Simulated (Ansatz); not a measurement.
Compare A (`C=C=C1O[SiH2]1`) with its isomer B (`C#C[SiH2]C=O`).

Gas-phase electronic energies from Ansatz, PBE0-D4/def2-TZVP geometries. CBS: MP2 limit from def2 TZ/QZ plus the TZ coupled-cluster correction, frozen cores. DFT in def2-TZVPP. B3LYP here is the variant with VWN-RPA as its local correlation; programs differ in this. One conformer a species, not always the lowest.

A:

```xyz
9

C     0.948   -1.601    1.348
C     0.506   -0.653    0.571
C     0.012    0.261   -0.191
O     0.618    1.346   -0.888
Si   -1.043    1.316   -1.153
H     1.020   -1.466    2.423
H     1.270   -2.558    0.947
H    -1.495    0.950   -2.511
H    -1.835    2.405   -0.546
```

B:

```xyz
9

C     1.577   -1.081    1.560
C     0.953   -0.743    0.584
Si   -0.032   -0.179   -0.839
C    -1.299    1.151   -0.244
O    -2.044    1.674   -1.031
H     2.132   -1.384    2.418
H     0.843    0.440   -1.861
H    -0.791   -1.311   -1.421
H    -1.339    1.432    0.835
```

(1) Which is lower in electronic energy at CCSD(T)/CBS, and by how much? (An estimate is asked.)

(2) Give E(B) − E(A) in kcal/mol with PBE0-D4, ωB97M-V, B3LYP-D4, r2SCAN-D4, HF/def2-TZVPP, CCSD(T)/def2-SVP, BLYP-D4. (An estimate is asked.)

(3) Does the order hold for the free energy at 298.15 K (harmonic terms from PBE0-D4)? (Estimate.)

Largest T1 diagnostic: 0.016.

Answers

(1) Ansatz gave: B, by 7.0 kcal/mol.

(2) Ansatz gave: PBE0-D4 0.0, ωB97M-V -4.8, B3LYP-D4 -3.9, r2SCAN-D4 0.9, HF/def2-TZVPP -15.8, CCSD(T)/def2-SVP -12.8, BLYP-D4 -3.3. The order is the other way round with r2SCAN-D4.

(3) The calculation gave: Yes: G(B) − G(A) = -10.2 kcal/mol, for one conformer each. Modes under 60 cm⁻¹, often nearly free rotors, make the harmonic entropy too high.

From PBE to PBE0 (25 % exact exchange), in def2-TZVPP and without D4, E(B) − E(A) moves by −1.7 kcal/mol. At CCSD(T), def2-SVP lies −5.9 kcal/mol from the extrapolated value and def2-TZVPP −0.9 kcal/mol.
